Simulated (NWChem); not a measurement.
All runs are NWChem calculations. System: CAuClO, charge 0, spin multiplicity 1, at a geometry optimised with PBE/def2-SVP with def2 effective core potentials on Au. The structure started from a generated list of species. Level: MP2/def2-TZVP with def2 effective core potentials on Au, 11 core orbitals frozen.

Input file:

```
start mol
memory heap 200 mb stack 900 mb global 1100 mb
geometry units angstroms nocenter noautoz
  Au     0.000000     0.000000    -0.024670
  Cl     0.000000     0.000000     2.235564
  O      0.000000     0.000000    -3.068191
  C      0.000000     0.000000    -1.918359
  symmetry group C2v
end
basis spherical
  * library def2-tzvp
end
ecp
  Au library def2-ecp
end
scf
  rhf
  nopen 0
  maxiter 100
  thresh 1e-7
  semidirect memsize 60000000 filesize 0
end
mp2
  freeze core 11
end
task mp2 energy
```

Output (cleaned and shortened):

```
             Northwest Computational Chemistry Package (NWChem) 7.3.0
             --------------------------------------------------------

                                NWChem Input Module
                                -------------------

 Scaling coordinates for geometry "geometry" by  1.889725989
 (inverse scale =  0.529177249)

 Turning off AUTOSYM since
 SYMMETRY directive was detected!

                             Geometry "geometry" -> ""
                             -------------------------

 Output coordinates in angstroms (scale by  1.889725989 to convert to a.u.)

  No.       Tag          Charge          X              Y              Z
 ---- ---------------- ---------- -------------- -------------- --------------
    1 Au                  79.0000     0.00000000     0.00000000    -0.02467000
    2 Cl                  17.0000     0.00000000     0.00000000     2.23556400
    3 O                    8.0000     0.00000000     0.00000000    -3.06819100
    4 C                    6.0000     0.00000000     0.00000000    -1.91835900

 Effective nuclear repulsion energy (a.u.)     605.4254066287

            Nuclear Dipole moment (a.u.)
            ----------------------------
        X                 Y               Z
 ---------------- ---------------- ----------------
     0.0000000000     0.0000000000    -0.0000453534

      Symmetry information
      --------------------

 Group name             C2v
 Group number             16
 Group order               4
 No. of unique centers     4

      Symmetry unique atoms

     1    2    3    4


 Summary of "ao basis" -> "" (spherical)
 ------------------------------------------------------------------------------
       Tag                 Description            Shells   Functions and Types
 ---------------- ------------------------------  ------  ---------------------
 *                         def2-tzvp                  on all atoms

 Summary of "ao basis" -> "ao basis" (spherical)
 ------------------------------------------------------------------------------
       Tag                 Description            Shells   Functions and Types
 ---------------- ------------------------------  ------  ---------------------
 Au                        def2-tzvp                14       40   6s4p3d1f
 Cl                        def2-tzvp                13       37   5s5p2d1f
 O                         def2-tzvp                11       31   5s3p2d1f
 C                         def2-tzvp                11       31   5s3p2d1f

                                 NWChem SCF Module
                                 -----------------

  ao basis        = "ao basis"
  functions       =   139
  atoms           =     4
  closed shells   =    25
  open shells     =     0
  charge          =   0.00
  wavefunction    = RHF
  use symmetry    = T
  symmetry adapt  = T

 Summary of "ao basis" -> "ao basis" (spherical)
 ------------------------------------------------------------------------------
       Tag                 Description            Shells   Functions and Types
 ---------------- ------------------------------  ------  ---------------------
 Au                        def2-tzvp                14       40   6s4p3d1f
 Cl                        def2-tzvp                13       37   5s5p2d1f
 O                         def2-tzvp                11       31   5s3p2d1f
 C                         def2-tzvp                11       31   5s3p2d1f

      Symmetry analysis of basis
      --------------------------

        a1         62
        a2         13
        b1         32
        b2         32

 Forming initial guess at       0.2s

      Superposition of Atomic Density Guess
      -------------------------------------

 Sum of atomic energies:        -724.41368412

      Non-variational initial energy
      ------------------------------

 Total energy =    -707.477597
 1-e energy   =   -1389.333423
 2-e energy   =     499.294855
 HOMO         =      -0.416312
 LUMO         =      -0.016148

      Symmetry analysis of molecular orbitals - initial
      -------------------------------------------------

 !! scf_movecs_sym_adapt:   90 vectors were symmetry contaminated

  Symmetry fudging

 !! scf_movecs_sym_adapt:   88 vectors were symmetry contaminated

  Numbering of irreducible representations:

     1 a1          2 a2          3 b1          4 b2

  Orbital symmetries:

     1 a1          2 a1          3 a1          4 a1          5 a1
     6 b1          7 b2          8 a1          9 a1         10 b1
    11 b2         12 a1         13 a1         14 a1         15 a1
    16 b1         17 b2         18 b1         19 b2         20 a1
    21 a2         22 a1         23 a1         24 b1         25 b2
    26 b2         27 b1         28 a1         29 b1         30 b2
    31 a1         32 a1         33 a1         34 b1         35 b2

 Starting SCF solution at       3.3s

 ----------------------------------------------
         Quadratically convergent ROHF

 Convergence threshold     :          1.000E-07
 Maximum no. of iterations :          100
 Final Fock-matrix accuracy:          1.000E-09
 ----------------------------------------------

              iter       energy          gnorm     gmax       time
             ----- ------------------- --------- --------- --------
                 1     -707.0317459313  1.30D+00  3.08D-01      3.4
                 2     -707.1354031670  3.81D-01  9.56D-02      3.5
                 3     -707.1481055647  1.39D-02  3.44D-03      3.8
                 4     -707.1481229470  1.53D-04  3.69D-05      4.1
                 5     -707.1481229505  8.09D-09  2.11D-09      4.7

       Final RHF  results
       ------------------

         Total SCF energy =   -707.148122950540
      One-electron energy =  -1390.879313600631
      Two-electron energy =    501.170219044461
 Nuclear repulsion energy =    182.560971605630

        Time for solution =      1.4s

       Symmetry analysis of molecular orbitals - final
       -----------------------------------------------

  Numbering of irreducible representations:

     1 a1          2 a2          3 b1          4 b2

  Orbital symmetries:

     1 a1          2 a1          3 a1          4 a1          5 a1
     6 b1          7 b2          8 a1          9 a1         10 b1
    11 b2         12 a1         13 a1         14 a1         15 a1
    16 b2         17 b1         18 b2         19 b1         20 a1
    21 a2         22 a1         23 a1         24 b2         25 b1
    26 b1         27 b2         28 a1         29 a1         30 b1
    31 b2         32 a1         33 a1         34 b1         35 b2

             Final eigenvalues
             -----------------

              1
    1 -104.7798
    2  -20.7268
    3  -11.4647
    4  -10.5078
    5   -7.9745
    6   -7.9736
    7   -7.9736
    8   -4.7980
    9   -2.8425
   10   -2.8223
   11   -2.8223
   12   -1.5662
   13   -1.0311
   14   -0.8794
   15   -0.7655
   16   -0.7011
   17   -0.7011
   18   -0.5604
   19   -0.5604
   20   -0.5359
   21   -0.5359
   22   -0.5066
   23   -0.4269
   24   -0.4066
   25   -0.4066
   26    0.0307
   27    0.0307
   28    0.0971
   29    0.1267
   30    0.1287
   31    0.1287
   32    0.2237
   33    0.2995
   34    0.3320
   35    0.3320

                       ROHF Final Molecular Orbital Analysis
                       -------------------------------------

 Vector   23  Occ=2.000000D+00  E=-4.269140D-01  Symmetry=a1
              MO Center= -9.6D-15, -1.5D-13,  9.1D-01, r^2= 2.7D+00
   Bfn.  Coefficient  Atom+Function         Bfn.  Coefficient  Atom+Function
  ----- ------------  ---------------      ----- ------------  ---------------
     5      0.450251  1 Au s                 21     -0.385465  1 Au d  0
    57     -0.339738  2 Cl pz                 3     -0.331990  1 Au s
    60     -0.229241  2 Cl pz                 2      0.207726  1 Au s
    26     -0.169482  1 Au d  0               6      0.153369  1 Au s
    54     -0.150325  2 Cl pz

 Vector   24  Occ=2.000000D+00  E=-4.065742D-01  Symmetry=b2
              MO Center=  2.6D-27,  5.5D-13,  1.9D+00, r^2= 2.0D+00
   Bfn.  Coefficient  Atom+Function         Bfn.  Coefficient  Atom+Function
  ----- ------------  ---------------      ----- ------------  ---------------
    56      0.508721  2 Cl py                59      0.370078  2 Cl py
    53      0.237020  2 Cl py                20     -0.223527  1 Au d -1
    47     -0.187048  2 Cl py

 Vector   25  Occ=2.000000D+00  E=-4.065742D-01  Symmetry=b1
              MO Center=  2.1D-14,  7.3D-28,  1.9D+00, r^2= 2.0D+00
   Bfn.  Coefficient  Atom+Function         Bfn.  Coefficient  Atom+Function
  ----- ------------  ---------------      ----- ------------  ---------------
    55      0.508721  2 Cl px                58      0.370078  2 Cl px
    52      0.237020  2 Cl px                22      0.223527  1 Au d  1
    46     -0.187048  2 Cl px

 Vector   26  Occ=0.000000D+00  E= 3.066493D-02  Symmetry=b1
              MO Center= -5.4D-15,  3.3D-28, -9.8D-01, r^2= 5.4D+00
   Bfn.  Coefficient  Atom+Function         Bfn.  Coefficient  Atom+Function
  ----- ------------  ---------------      ----- ------------  ---------------
    16      0.619505  1 Au px               120      0.325148  4 C  px
    89     -0.274347  3 O  px               117      0.244658  4 C  px
   114      0.198155  4 C  px                58     -0.189158  2 Cl px
    83     -0.184789  3 O  px                22     -0.179347  1 Au d  1
    86     -0.159720  3 O  px

 Vector   27  Occ=0.000000D+00  E= 3.066493D-02  Symmetry=b2
              MO Center= -5.6D-29, -1.2D-13, -9.8D-01, r^2= 5.4D+00
   Bfn.  Coefficient  Atom+Function         Bfn.  Coefficient  Atom+Function
  ----- ------------  ---------------      ----- ------------  ---------------
    17      0.619505  1 Au py               121      0.325148  4 C  py
    90     -0.274347  3 O  py               118      0.244658  4 C  py
   115      0.198155  4 C  py                59     -0.189158  2 Cl py
    84     -0.184789  3 O  py                20      0.179347  1 Au d -1
    87     -0.159720  3 O  py

 Vector   28  Occ=0.000000D+00  E= 9.707369D-02  Symmetry=a1
              MO Center= -6.5D-16, -6.5D-15, -1.3D+00, r^2= 8.9D+00
   Bfn.  Coefficient  Atom+Function         Bfn.  Coefficient  Atom+Function
  ----- ------------  ---------------      ----- ------------  ---------------
     6      2.820198  1 Au s                113     -2.197000  4 C  s
    18     -1.515208  1 Au pz               122     -0.923173  4 C  pz
    31      0.724980  1 Au d  0              60      0.512635  2 Cl pz
    45     -0.450833  2 Cl s                 82     -0.388041  3 O  s
     5     -0.214113  1 Au s                 21      0.193657  1 Au d  0

 center of mass
 --------------
 x =   0.00000000 y =   0.00000000 z =   0.00887093

 moments of inertia (a.u.)
 ------------------
        1319.914032025693           0.000000000000           0.000000000000
           0.000000000000        1319.914032025693           0.000000000000
           0.000000000000           0.000000000000           0.000000000000

  Mulliken analysis of the total density
  --------------------------------------

    Atom       Charge   Shell Charges
 -----------   ------   -------------------------------------------------------
    1 Au  19    18.42   0.03 -0.47  1.68  0.76  0.60  0.18  2.64  2.87  0.61  0.07  6.23  2.76  0.45  0.01
    2 Cl  17    17.55   2.01  0.45  1.52  1.07  0.91  4.18  1.69  1.06  2.88  1.75  0.01  0.03  0.00
    3 O    8     8.16   0.79  1.18  0.60  0.95  0.30  1.81  1.87  0.61  0.01  0.03  0.00
    4 C    6     5.87   0.86  1.12  0.60  0.76  0.21  1.01  0.95  0.17  0.05  0.14  0.02

       Multipole analysis of the density wrt the origin
       ------------------------------------------------

     L   x y z        total         open         nuclear
     -   - - -        -----         ----         -------
     0   0 0 0     -0.000000      0.000000     50.000000

     1   1 0 0     -0.000000      0.000000      0.000000
     1   0 1 0     -0.000000      0.000000      0.000000
     1   0 0 1     -1.986524      0.000000      2.797127

     2   2 0 0    -34.026527      0.000000      0.000000
     2   1 1 0      0.000000      0.000000      0.000000
     2   1 0 1     -0.000000      0.000000      0.000000
     2   0 2 0    -34.026527      0.000000      0.000000
     2   0 1 1     -0.000000      0.000000      0.000000
     2   0 0 2    -40.682624      0.000000    651.234386

                   NWChem MP2 Semi-direct Energy/Gradient Module
                   ---------------------------------------------

  Basis functions       =    139
  Molecular orbitals    =    139
  Frozen core           =     11
  Frozen virtuals       =      0
  Active alpha occupied =     14
  Active beta occupied  =     14
  Active alpha virtual  =    114
  Active beta virtual   =    114
  Use MO symmetry       = T
  Use skeleton AO sym   = T

  AO/Fock/Back tols     =   1.0D-09  1.0D-09  1.0D-09

 GA uses MA = F    GA memory limited = T

 Available:
  local mem=  1.26D+08
 global mem=  1.44D+08
 local disk=  0.00D+00
  mp2_memr nvloc                   114
  nvloc new                   114
   1 passes of  14:        5242880                     119182                  46542763.
   1 passes of  14: M    126136874           G      144140558           F     120893994.

 Semi-direct pass number   1 of   1  for RHF alpha+beta  at        4.8s
  vrange nnbf                  8571
  mp2_eaftype                   177  avail_ma_in_mb                  1099
 EAF : mp2_eaftype filesize         177   23271382.
  mp2_eaf for mointskh                    177
Node 0 wrote    109.4 Mb in      0.1 s     Agg I/O rate:  1971.2 Mb/s
 Done moints_semi at       12.7s
  mp2_eaftype                   177  avail_ma_in_mb                   922
 EAF : mp2_eaftype filesize         177   23271382.
  mp2_eaf for kh                   177
 Done maket at       13.1s
 Done multipass loop at       13.1s

          -------------------------------------------
          SCF energy                -707.148122950540
          Correlation energy          -0.885450033712
          Singlet pairs               -0.488112295935
          Triplet pairs               -0.397337737777
          Total MP2 energy          -708.033572984252
          -------------------------------------------

          ---------------------------------------------------
                    Spin Component Scaled (SCS) MP2
          Same spin pairs                     -0.264891825185
          Same spin scaling factor             0.333333333333
          Opposite spin pairs                 -0.620558208527
          Opposite spin scaling fact.          1.200000000000
          SCS-MP2 correlation energy          -0.832967125295
          Total SCS-MP2 energy              -707.981090075835
          ---------------------------------------------------

 -----------------------
 Performance information
 -----------------------

 Timer overhead =  1.87D-07 seconds/call

               Nr. of calls         CPU time (s)                 Wall time (s)                GFlops
             ---------------    -------------------     ------------------------------   -------------------
Name         Min   Avg   Max    Min     Avg     Max     Min     Avg     Max   Mx/calls   Min     Max     Sum
mp2: moin     1     1     1    7.9     7.9     7.9      7.9     7.9     7.9     7.9      0.0     0.0     0.0
mp2: make     1     1     1   0.41    0.41    0.41     0.41    0.41    0.41    0.41      0.0     0.0     0.0
mp2: tota     1     1     1    8.4     8.4     8.4      8.4     8.4     8.4     8.4      0.0     0.0     0.0

 The average no. of pstat calls per process was 3.00D+00
 with a timing overhead of 5.62D-07s

 Task  times  cpu:       13.1s     wall:       13.1s

 Total times  cpu:       13.1s     wall:       13.1s
```
